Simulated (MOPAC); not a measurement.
MOPAC input (PM6):

```
PM6 PRECISE GNORM=0.05 LET XYZ GEO-OK AUX(PRECISION=9) THREADS=1
C2H8O2Si

C     1.48334200 1   -1.07746400 1    0.13514900 1
Si   -0.01068500 1    0.03828200 1   -0.00162400 1
C    -1.51970100 1   -0.89943400 1   -0.54427400 1
O    -0.25223400 1    0.80115300 1    1.45177100 1
O     0.20998800 1    1.22327000 1   -1.12641800 1
H     1.32833700 1   -1.86924300 1    0.87305700 1
H     2.37441000 1   -0.51637700 1    0.42695600 1
H     1.69263000 1   -1.55802300 1   -0.82309500 1
H    -1.38400100 1   -1.31289100 1   -1.54594000 1
H    -1.73548200 1   -1.72672600 1    0.13562800 1
H    -2.39033600 1   -0.24156100 1   -0.56529200 1
H     0.07530400 1    0.37536600 1    2.24645900 1
H     0.74484600 1    1.97951500 1   -0.87311500 1
```

From the output:

```
                                                       MOPAC v23.2.5 Linux

          FINAL HEAT OF FORMATION =       -183.83778 KCAL/MOL =    -769.17726 KJ/MOL

          COSMO AREA              =        124.20 SQUARE ANGSTROMS
          COSMO VOLUME            =        112.47 CUBIC ANGSTROMS

          GRADIENT NORM           =          0.04864          =       0.01349 PER ATOM
          IONIZATION POTENTIAL    =          9.693896 EV
          HOMO LUMO ENERGIES (EV) =         -9.694  1.565
          NO. OF FILLED LEVELS    =         16
          MOLECULAR WEIGHT        =         92.1695         POINT GROUP:  C2v

          MOLECULAR DIMENSIONS (Angstroms)

            Atom       Atom       Distance
            H    11    H     7     4.89338
            H     6    H    13     4.25081
            H     9    H    12     4.23815

          SCF CALCULATIONS        =         47

   ATOM   CHEMICAL          X               Y               Z
  NUMBER   SYMBOL      (ANGSTROMS)     (ANGSTROMS)     (ANGSTROMS)

     1       C          1.48454888  *  -1.07097545  *   0.07332756  *
     2      Si          0.01653110  *   0.05286589  *   0.03618284  *
     3       C         -1.49728094  *  -0.84980826  *  -0.52327291  *
     4       O         -0.23479929  *   0.58266953  *   1.49133815  *
     5       O          0.30608788  *   1.20820488  *  -0.98491664  *
     6       H          1.29017859  *  -1.90425733  *   0.76742189  *
     7       H          2.40074059  *  -0.55881364  *   0.39670280  *
     8       H          1.65505698  *  -1.48286376  *  -0.93427207  *
     9       H         -1.33117449  *  -1.24967248  *  -1.53643072  *
    10       H         -1.69499772  *  -1.69080194  *   0.16055945  *
    11       H         -2.38784146  *  -0.20742656  *  -0.54733283  *
    12       H         -0.36310716  *   0.96615446  *   2.27704096  *
    13       H          0.45927659  *   1.91755391  *  -1.48910632  *

                             CARTESIAN COORDINATES

   1    C        1.484548881    -1.070975451     0.073327562
   2   Si        0.016531100     0.052865886     0.036182844
   3    C       -1.497280937    -0.849808264    -0.523272908
   4    O       -0.234799291     0.582669526     1.491338153
   5    O        0.306087877     1.208204881    -0.984916639
   6    H        1.290178591    -1.904257332     0.767421886
   7    H        2.400740593    -0.558813639     0.396702801
   8    H        1.655056981    -1.482863762    -0.934272072
   9    H       -1.331174489    -1.249672483    -1.536430721
  10    H       -1.694997724    -1.690801938     0.160559448
  11    H       -2.387841462    -0.207426557    -0.547332827
  12    H       -0.363107158     0.966154464     2.277040955
  13    H        0.459276587     1.917553914    -1.489106316

           Empirical Formula: C2 H8 O2 Si  =    13 atoms

      MOLECULAR POINT GROUP   :   C2v

                  EIGENVALUES
 -30.50440 -30.07773 -24.83337 -23.91217 -20.72651 -19.20182 -14.48164 -14.19252
 -13.85257 -13.82891 -13.41802 -12.46477 -12.41950 -12.34920 -11.79465  -9.69390
   1.56490   1.88481   2.19399   2.65316   2.68506   2.98714   4.93692   4.95476
   5.09286   6.43572   6.49142   6.51844   6.53021   6.80529   6.92401   7.43306
   7.53662

              NET ATOMIC CHARGES AND DIPOLE CONTRIBUTIONS

  ATOM NO.   TYPE          CHARGE      No. of ELECS.   s-Pop       p-Pop       d-Pop
    1          C          -0.598686        4.5987     1.07202     3.52667
    2         Si           0.402469        3.5975     0.96812     1.29225     1.33716
    3          C          -0.598681        4.5987     1.07202     3.52666
    4          O          -0.451028        6.4510     1.53028     4.92075
    5          O          -0.451027        6.4510     1.53028     4.92075
    6          H           0.169296        0.8307     0.83070
    7          H           0.167649        0.8324     0.83235
    8          H           0.169360        0.8306     0.83064
    9          H           0.169304        0.8307     0.83070
   10          H           0.169367        0.8306     0.83063
   11          H           0.167650        0.8323     0.83235
   12          H           0.342165        0.6578     0.65783
   13          H           0.342162        0.6578     0.65784
 DIPOLE           X         Y         Z       TOTAL
 POINT-CHG.     0.017     0.722     0.186     0.745
 HYBRID         0.009     0.384     0.099     0.396
 SUM            0.025     1.106     0.284     1.142

          ATOMIC ORBITAL ELECTRON POPULATIONS

     Atom    s        px        py        pz      x^2-y^2     xz        z^2       yz        xy
    1  C   1.07202   1.20020   1.17946   1.14702
    2 Si   0.96812   0.52118   0.39567   0.37539   0.16128   0.23140   0.31572   0.27243   0.35633
    3  C   1.07202   1.20339   1.16881   1.15446
    4  O   1.53028   1.78179   1.71689   1.42208
    5  O   1.53028   1.77784   1.51623   1.62668
    6  H   0.83070
    7  H   0.83235
    8  H   0.83064
    9  H   0.83070
   10  H   0.83063
   11  H   0.83235
   12  H   0.65783
   13  H   0.65784

 **********************
 *                    *
 * JOB ENDED NORMALLY *
 *                    *
 **********************

 == MOPAC DONE ==
```

The geometry given is a B3LYP-D3(BJ)/def2-TZVP minimum.
